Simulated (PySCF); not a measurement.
Isomers of C5H11As.

All values: CAM-B3LYP/def2-SVPD (PySCF) at PBE0-D3(BJ)/def2-SVP geometries, gas phase, one conformer each. Core orbitals are frozen in the response; Δα² is half the sum of the squared differences of the principal polarisabilities. The calculation is non-relativistic, for arsenic too.

(1) Rank by mean static polarisability, lowest first.
A. `[CH2:1]=[CH:2][CH2:3][C@H:4]([CH3:5])[AsH2:6]` with C1–C2–C3–C4 115°, C2–C3–C4–C5 -174°, C3–C4–As6–H 74° and 167°
B. `[CH2:1]1[CH2:2][CH2:3][AsH:4][CH2:5][CH2:6]1` with C6–C1–C2–C3 -37°, C1–C2–C3–As4 68°, C2–C3–As4–C5 -28°, C3–As4–C5–C6 -35°
C. `[CH2:1]=[CH:2][CH2:3][As:4]([CH3:5])[CH3:6]` with C1–C2–C3–As4 -102°, C2–C3–As4–C5 -164°

(2) Rank by polarisability anisotropy Δα, highest first.
A. `[CH2:1]=[CH:2][CH2:3][C@H:4]([CH3:5])[AsH2:6]` with C1–C2–C3–C4 115°, C2–C3–C4–C5 -174°, C3–C4–As6–H 74° and 167°
B. `[CH2:1]1[CH2:2][CH2:3][AsH:4][CH2:5][CH2:6]1` with C6–C1–C2–C3 -37°, C1–C2–C3–As4 68°, C2–C3–As4–C5 -28°, C3–As4–C5–C6 -35°
C. `[CH3:1][As:2]1[CH2:3][CH2:4][CH2:5][CH2:6]1` with C1–As2–C3–C4 -81°, As2–C3–C4–C5 -41°, C3–C4–C5–C6 51°, C4–C5–C6–As2 -36°
D. `[CH2:1]=[CH:2][CH2:3][As:4]([CH3:5])[CH3:6]` with C1–C2–C3–As4 -102°, C2–C3–As4–C5 -164°

(3) Rank by HOMO–LUMO gap, highest first.
A. `[CH2:1]=[CH:2][CH2:3][C@H:4]([CH3:5])[AsH2:6]` with C1–C2–C3–C4 115°, C2–C3–C4–C5 -174°, C3–C4–As6–H 74° and 167°
B. `[CH2:1]=[CH:2][CH2:3][As:4]([CH3:5])[CH3:6]` with C1–C2–C3–As4 -102°, C2–C3–As4–C5 -164°
C. `[CH2:1]1[CH2:2][CH2:3][AsH:4][CH2:5][CH2:6]1` with C6–C1–C2–C3 -37°, C1–C2–C3–As4 68°, C2–C3–As4–C5 -28°, C3–As4–C5–C6 -35°

Answers

(1) B (13.07 Å³), A (14.11 Å³), C (14.40 Å³).

(2) D (5.52 Å³), A (4.81 Å³), B (2.51 Å³), C (2.27 Å³).

(3) A (9.38 eV), C (9.02 eV), B (8.79 eV).

All values together:

```
            SMILES  μ (D)  HOMO (eV)  LUMO (eV)  α (Å³)  Δα (Å³)  ΔSCF removal energy (eV)
      C=CC[As](C)C   1.15      -7.78       1.01   14.40     5.52                      8.50
      C1CC[AsH]CC1   1.28      -7.91       1.11   13.07     2.51                      8.73
C=CC[C@H](C)[AsH2]   1.04      -8.36       1.02   14.11     4.81                      9.20
       C[As]1CCCC1   1.19      -7.73       1.38   13.25     2.27                      8.50
```

Conformers: `[CH2:1]=[CH:2][CH2:3][As:4]([CH3:5])[CH3:6]` with C1–C2–C3–As4 -102°, C2–C3–As4–C5 -164°; `[CH2:1]1[CH2:2][CH2:3][AsH:4][CH2:5][CH2:6]1` with C6–C1–C2–C3 -37°, C1–C2–C3–As4 68°, C2–C3–As4–C5 -28°, C3–As4–C5–C6 -35°; `[CH2:1]=[CH:2][CH2:3][C@H:4]([CH3:5])[AsH2:6]` with C1–C2–C3–C4 115°, C2–C3–C4–C5 -174°, C3–C4–As6–H 74° and 167°; `[CH3:1][As:2]1[CH2:3][CH2:4][CH2:5][CH2:6]1` with C1–As2–C3–C4 -81°, As2–C3–C4–C5 -41°, C3–C4–C5–C6 51°, C4–C5–C6–As2 -36°.
